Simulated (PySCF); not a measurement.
Species: C4H3N2 (charge 0, doublet). It need not be the lowest isomer of its formula. SMILES: [c]1ncccn1
Geometry: optimised at B3LYP-D3(BJ)/def2-TZVP (Ansatz).

Dispersion corrections to the total energy (kcal/mol) from the dftd3 and dftd4 libraries through PySCF: D3(BJ) without and D4 with the three-body term, each with the damping fitted for the functional named.

| functional | D3(BJ) | D4 |
|---|---|---|
| revPBE | -13.60 | -18.41 |
| TPSSh | … | -6.35 |
| TPSS | -6.46 | -7.04 |
| PBE | -5.17 | -5.17 |
| PBE0 | … | -4.28 |
| HF | … | -20.69 |
| B2PLYP | -4.08 | -3.59 |

### Question
Complete the blanks.

### Answer

- TPSSh, D3(BJ): -5.87
- PBE0, D3(BJ): -4.38
- HF, D3(BJ): -45.25
